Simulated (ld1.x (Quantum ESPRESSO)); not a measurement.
Reading a pseudo-wave (neon (Ne))

Columns: radius, all-electron u(r) and pseudo u(r) of the 2s shell (level -66.62 eV) of neon in the configuration [He] 2s2 2p4.5; BP86, scalar-relativistic, TM scheme, ld1.x (Quantum ESPRESSO) 7.5.

```
r (bohr)  all-electron   pseudo
   0.080        0.5056  -0.1126
   0.160        0.2836  -0.2407
   0.240       -0.1169  -0.3990
   0.320       -0.4929  -0.5921
   0.400       -0.7810  -0.7989
   0.480       -0.9725  -0.9732
   0.560       -1.0798  -1.0798
   0.640       -1.1211  -1.1211
   0.720       -1.1145  -1.1145
   0.800       -1.0749  -1.0749
   0.880       -1.0143  -1.0143
   0.960       -0.9415  -0.9415
   1.040       -0.8629  -0.8629
   1.120       -0.7829  -0.7829
   1.200       -0.7045  -0.7045
   1.280       -0.6297  -0.6297
   1.360       -0.5597  -0.5597
   1.440       -0.4951  -0.4951
   1.520       -0.4361  -0.4361
   1.600       -0.3828  -0.3828
   1.680       -0.3349  -0.3349
   1.760       -0.2922  -0.2922
   1.840       -0.2542  -0.2542
   1.920       -0.2208  -0.2208
   2.000       -0.1913  -0.1913
   2.080       -0.1654  -0.1654
```

How many radial nodes do the two functions have?

The all-electron 2s function has n − l − 1 = 1; the pseudo-wave has 0, since the states of the same l below it are removed with the core.

At about which radius was the pseudo-wave matched?

0.60 bohr, where the columns begin to agree (steps of 0.08 bohr).

Is the pseudo-wave norm-conserving?

Yes: the TM scheme keeps the norm inside the radius equal to the all-electron one, which fixes the energy derivative of the logarithmic derivative at the level.
